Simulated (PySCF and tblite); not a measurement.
The numbers below are computed, except where a source is named.
C6H12O, numbered as in [OH:1][CH:2]1[CH2:3][CH2:4][CH2:5][CH2:6][CH2:7]1.

Free energies: PBE0-D3(BJ)/def2-TZVP (IEF-PCM, chloroform) on PBE0-D3(BJ)/def2-SVP structures plus GFN2-xTB thermal terms, symmetry and mirror images included. Conformers within 3 kcal/mol (GFN2-xTB free energy) were kept, 8 at most. GIAO shieldings: PBE0/pcSseg-1 (IEF-PCM, chloroform). Shifts are against TMS (¹H), TMS (¹³C) at the same level; of two unlike H on one atom, a is the less shielded. Programs: PySCF with density fitting and tblite.

(1) Predict the averaged NMR shifts at 298.15 K.

(2) How do the conformers differ?

(3) Which signal moves most, for its nucleus, between 220 and 380 K through the change of populations alone?

H on N, O and S are left out: they exchange, and hydrogen bonds move them by several ppm. Shifts are unscaled: against experiment ¹³C can be off by 15 ppm or more and ¹H by 0.8 ppm.

Answers

(1) ¹H: 3.37 (H2, 1H), 1.71 (H3a/H7a, 2H), 1.63 (H4a/H6a, 2H), 1.40 (H5a, 1H), 1.20 (H4b/H6b, 2H), 1.07 (H5b, 1H), 1.04 (H3b/H7b, 2H) ppm. ¹³C: 71.4 (C2), 38.3 (C3/C7), 28.2 (C5), 26.6 (C4/C6) ppm.

(2) Torsions listed: H1–O1–C2–C3. The 6-ring runs over atoms 2–3–4–5–6–7. Of a mirror pair one member is shown.
```tsv
conformer	shape	weight %
1	6-ring chair (all substituents equatorial); -179°	61.5
2	6-ring chair (all substituents equatorial); -63°	23.6
3	6-ring chair (O1 axial); -175°	11.7
4	6-ring chair (O1 axial); -62°	3.2
```

| signal | 1 | 2 | 3 | 4 | average |
| --- | --- | --- | --- | --- | --- |
| H2 | 3.36 | 3.10 | 3.90 | 3.61 | 3.37 |
| H3a/H7a | 1.74 | 1.89 | 1.31 | 1.35 | 1.71 |
| H3b/H7b | 1.00 | 0.77 | 1.60 | 1.63 | 1.04 |
| H4a/H6a | 1.61 | 1.63 | 1.75 | 1.33 | 1.63 |
| H4b/H6b | 1.18 | 1.22 | 1.24 | 1.41 | 1.20 |
| H5a | 1.45 | 1.46 | 1.12 | 1.12 | 1.40 |
| H5b | 1.00 | 0.96 | 1.55 | 1.52 | 1.07 |
| C2 | 72.1 | 72.1 | 67.8 | 67.0 | 71.4 |
| C3/C7 | 38.2 | 40.2 | 35.7 | 35.2 | 38.3 |
| C4/C6 | 27.0 | 27.9 | 22.6 | 22.3 | 26.6 |
| C5 | 28.0 | 28.2 | 29.2 | 28.4 | 28.2 |

(3) H3b/H7b: 1.00 ppm at 220 K, 1.02 ppm at 260 K, 1.04 ppm at 298.15 K, 1.05 ppm at 340 K, 1.07 ppm at 380 K.
